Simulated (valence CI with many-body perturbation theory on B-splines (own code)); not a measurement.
**Sm48+: E2, M1 decay**

Computed by configuration interaction combined with many-body perturbation theory (CI+MBPT): four valence electrons over a frozen Dirac-Fock core [Ne], radial functions for each j: 11 s, 11 p, 9 d, 7 f, 5 g, 2 h, 1 i, with the one-electron correlation potential Σ1, the two-electron term Σ2, the three-electron term Σ3, Breit, model QED; selected CI, second order for the rest (own B-spline code, finite nucleus).

The last digits are not significant, and no measured levels were compared; by estimate large intervals hold to a few tenths of a per cent, small ones and those within an open d or f shell to about a per cent.

Lines 1 to 8 of 8 in falling wavelength, among levels below 5701.6 × 10³ cm⁻¹, chosen from the decays that carry over 1 % of a level's rate. Wavelengths and rates use the calculated energies. Electric multipoles are in the length gauge, E1 and E2 with the static RPA response of the core. S is in atomic units (e²a₀⁴ for E2 and M2, e²a₀⁶ for E3), for M1 in squared Bohr magnetons. Weak lines are less certain than strong ones. Lines between different terms over intervals too small for the method are left out, as are lines whose strength nearly cancels.

Levels are named by their leading jj configuration (3d3/2^4 stands for four electrons in 3d with j = 3/2), which in mixed levels can hold well under half, so a name can repeat and another be missing.

| λ vac (nm) | Upper | Lower | Type | A (s⁻¹) | S (a.u.) |
| --- | --- | --- | --- | --- | --- |
| 14.72 | (3s^2 3p3/2 3d5/2) J=4 | (3s 3p1/2 3p3/2^2) J=3 | M1 | 4.73e+05 | 5.03e-01 |
| 8.692 | (3s^2 3p3/2 3d5/2) J=4 | (3s^2 3p1/2 3d5/2) J=3 | M1 | 1.62e+07 | 3.56e+00 |
| 8.472 | (3s^2 3p1/2 3p3/2) J=1 | (3s^2 3p1/2^2) J=0 | M1 | 2.07e+07 | 1.40e+00 |
| 8.161 | (3s^2 3p3/2^2) J=2 | (3s^2 3p1/2 3p3/2) J=2 | M1 | 1.71e+07 | 1.72e+00 |
| 8.052 | (3s^2 3p1/2 3p3/2) J=2 | (3s^2 3p1/2^2) J=0 | E2 | 1.59e+05 | 2.40e-03 |
| 7.772 | (3s^2 3p3/2^2) J=2 | (3s^2 3p1/2 3p3/2) J=1 | M1 | 1.78e+07 | 1.55e+00 |
| 7.363 | (3s^2 3p3/2^2) J=0 | (3s^2 3p1/2 3p3/2) J=2 | E2 | 6.52e+05 | 1.26e-03 |
| 7.045 | (3s^2 3p3/2^2) J=0 | (3s^2 3p1/2 3p3/2) J=1 | M1 | 4.44e+07 | 5.76e-01 |
